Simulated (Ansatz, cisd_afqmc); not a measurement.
System: Al, charge 0, doublet.

Total energies in def2-QZVPPD, 3 correlated electrons, 5 frozen orbitals. UHF or UKS for unpaired electrons; spin-orbit terms are left out. Cores are frozen in correlated methods. No relativity. AFQMC is phaseless with a CISD trial state; ± is one standard error, without the phaseless bias. Outlying blocks are dropped, and bars are widened where a walk drifts. Over all cases where full CI ran beside it in this data, AFQMC minus full CI had a median of +0.1 mEh and passed +0.4 mEh in a tenth of the cases. Full CI freezes restricted core orbitals and the other rows unrestricted ones, which leaves a small offset even where coupled cluster is exact.

```
method         program         energy (Eh)  error against FCI (mEh)
----------  ----------  ------------------  -----------------------
HF              Ansatz          -241.88068                    53.99
MP2             Ansatz          -241.91901                    15.65
CCSD            Ansatz          -241.93294                     1.73
CCSD(T)         Ansatz          -241.93423                     0.44
CCSDT           Ansatz          -241.93469                    -0.02
AFQMC/CISD  cisd_afqmc  -241.9345 ± 0.0001                0.2 ± 0.1
FCI             Ansatz          -241.93467                     0.00
```

Ansatz is a quantum-chemistry and plane-wave program.
